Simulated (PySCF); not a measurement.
# Gas-phase XPS of ZnMe(NMe2), computed

ZnMe(NMe2), C₃H₉NZn (singlet state).
Geometry (PBE0-D3(BJ)/def2-SVP, Å), atoms numbered from 1 in this order:
```xyz
14
C3H9NZn angstrom
Zn    -0.0058   -0.0274    1.0883
C     -0.0081   -0.0735    3.0187
H      0.9729   -0.3712    3.4209
H     -0.7565   -0.7889    3.3954
H     -0.2569    0.9151    3.4365
N     -0.0070    0.0174   -0.7338
C     -0.3535   -1.1081   -1.5493
C      0.3591    1.1728   -1.4968
H     -1.2228   -0.9063   -2.2146
H     -0.6208   -1.9859   -0.9372
H      0.4775   -1.4265   -2.2180
H      0.6329    2.0195   -0.8452
H      1.2315    0.9885   -2.1637
H     -0.4619    1.5306   -2.1579
```

Computed, not measured: delta-SCF UKS SCAN, pcX-2 on the ionised atom (unc-x2c-TZVPall on a metal), pcseg-1 elsewhere, spin-free X2C in PySCF. Binding energies are ΔSCF values: E(core-ionised, relaxed orbitals) − E(ground state) at a fixed geometry, referred to the vacuum level.

Task: List the computed XPS lines with their assignment.

Result: 
```json
{"atom(s)": "C2", "environment": "carbon bonded to Zn and 3 H", "level": "C 1s", "binding energy (eV)": "289.78", "above the level's lowest (eV)": "0.00", "count": "1"}
{"atom(s)": "C7/C8", "environment": "carbon bonded to N and 3 H", "level": "C 1s", "binding energy (eV)": "290.97", "above the level's lowest (eV)": "+1.19", "count": "2"}
{"atom(s)": "N6", "environment": "nitrogen bonded to 2 C and Zn", "level": "N 1s", "binding energy (eV)": "403.28", "above the level's lowest (eV)": "0.00", "count": "1"}
```

Lowest listed C 1s: C2, bonded to 3 H and Zn. Highest, 1.19 eV above it: C7/C8, bonded to N and 3 H.

Task: Give the binding energy of C 1s of C2 in hartree and in kJ/mol.

Result: 289.78 eV = 10.6492 Eh = 27960 kJ/mol.

Task: Which effective nuclear charge Zeff reproduces each element's mean 1s value in the hydrogen-like formula E = 13.606 eV × Zeff²?

Result: C (Z = 6): mean 290.6 eV, Zeff = 4.62, Z − Zeff = 1.38; N (Z = 7): mean 403.3 eV, Zeff = 5.44, Z − Zeff = 1.56. Means run over the listed sites, weighted by atom count.

The first atom of each set that the bonding makes equivalent was ionised and stands for the set. Not every level is listed. No level of zinc is listed. Isolated species at its PBE0-D3(BJ)/def2-SVP geometry, gas phase. Metal 2p energies of this one-determinant scheme are less reliable than its 1s energies.
